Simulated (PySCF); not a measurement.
C7H7N.
SMILES with atom numbers: `[CH2:1]=[CH:2]/[CH:3]=[CH:4]/[CH:5]=[CH:6]/[C:7]#[N:8]` (hydrogens: H9, H10 on C1; H11 on C2; H12 on C3; H13 on C4; H14 on C5; H15 on C6)

Structure used (GFN2-xTB), in Å, numbered top down from 1:
```
atom  x, y, z in Å
C1    -3.3378    0.5358    0.5331
C2    -2.2276    0.3738   -0.1863
C3    -0.9333    0.1440    0.3925
C4     0.1925   -0.0194   -0.3299
C5     1.4765   -0.2479    0.2537
C6     2.6028   -0.4109   -0.4676
C7     3.8510   -0.6332    0.1284
N8     4.8770   -0.8145    0.6120
H9    -3.3227    0.5027    1.6102
H10   -4.2944    0.7063    0.0710
H11   -2.2728    0.4124   -1.2672
H12   -0.8854    0.1041    1.4736
H13    0.1451    0.0211   -1.4113
H14    1.5303   -0.2895    1.3347
H15    2.5945   -0.3767   -1.5497
```

The geometry is computed with GFN2-xTB (gas phase).

Take the most abundant isotopes and a rigid rotor. The values belong to one conformer with, in the numbering `[CH2:1]=[CH:2]/[CH:3]=[CH:4]/[CH:5]=[CH:6]/[C:7]#[N:8]`, C1–C2–C3–C4 180°, C3–C4–C5–C6 180°.

**Question.** Give the principal moments of inertia and the rotational constants in cm⁻¹.

**Answer.** Ia = 26.95, Ib = 826.37, Ic = 853.32 u·Å²; 505379 MHz·u·Å²/I gives 18753, 611.6 and 592.3 MHz, that is A = 0.62552, B = 0.02040, C = 0.01976 cm⁻¹.

**Question.** What kind of rotor is it?

**Answer.** A near-prolate asymmetric top; Ray's κ = -0.998.

**Question.** Is it planar, by Δ = Ic − Ia − Ib?

**Answer.** Planar: Δ = Ic − Ia − Ib = 0.00 u·Å². For a rigid frame Δ = −2 Σ m c², so it vanishes when all atoms lie in the ab plane; here none is more than 0.01 Å from it.

**Question.** Estimate the classical rotational partition function at 100 K, 200 K and 500 K.

**Answer.** Point group Cs, symmetry number σ = 1; q = (√π/σ)·√((kT/h)³/(ABC)), k/h = 20836.6 MHz/K: 64700 at 100 K, 183000 at 200 K, 723000 at 500 K.

No frequency check. Zero-point vibration and centrifugal distortion are left out.
